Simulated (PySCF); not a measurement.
**CaBr from Hartree–Fock to correlated methods**

State: ²Σ⁺ (doublet), unpaired electrons σ ↑. Set-up: basis Ca pcseg-1, Br pcseg-1; no relativity; PySCF 2.14. De refers to Ca + Br in their high-spin ground configurations, without counterpoise correction. The functionals are run spin-unrestricted. A positive dipole means Ca(−)Br(+).

```csv
Level,Re (Å),ωe (cm⁻¹),De (eV),μ (D),"CPU s a point (SCF and correlation, without the integrals)"
UHF,2.681,275,3.35,-4.87,0.18
UHF-MP2,2.664,276,3.63,n/a,0.3
UHF-SCS-MP2,2.670,275,3.46,n/a,n/a
UHF-CCSD,2.671,274,3.36,n/a,n/a
UHF-CCSD(T),2.669,274,3.37,n/a,5.1
PBE,2.587,287,3.97,-4.01,0.65
r²SCAN,2.594,291,4.30,-4.30,0.83
PBE0,2.596,288,3.93,-4.29,1.3
r²SCAN0,2.602,290,4.13,-4.52,0.98
B97-3,2.615,283,3.63,-4.35,1.5
M06-2X,2.628,284,3.66,-4.73,1
```

The bond length runs from 2.587 Å (PBE) to 2.681 Å (UHF). De spans 3.35 eV (UHF, mean field) to 4.30 eV (r²SCAN, meta-GGA). Correlation at CCSD(T) changes the Hartree–Fock bond energy by +0.02 eV; the triples alone change it by +0.01 eV.

Correlated steps freeze 14 core orbitals. Correlated levels converge slowly with the basis: in double zeta they bind strong bonds too weakly, by up to about 1 eV, and carry superposition errors of some tenths. Spin–orbit coupling is left out. The state is the lowest determinant that a PBE0 search found; another state may lie lower at other levels.

The whole job (state search and all levels along the bond) took about 2.5 min on 1 thread of Oxide Virtual Turin-like (shared host), peak memory 0.57 GiB.
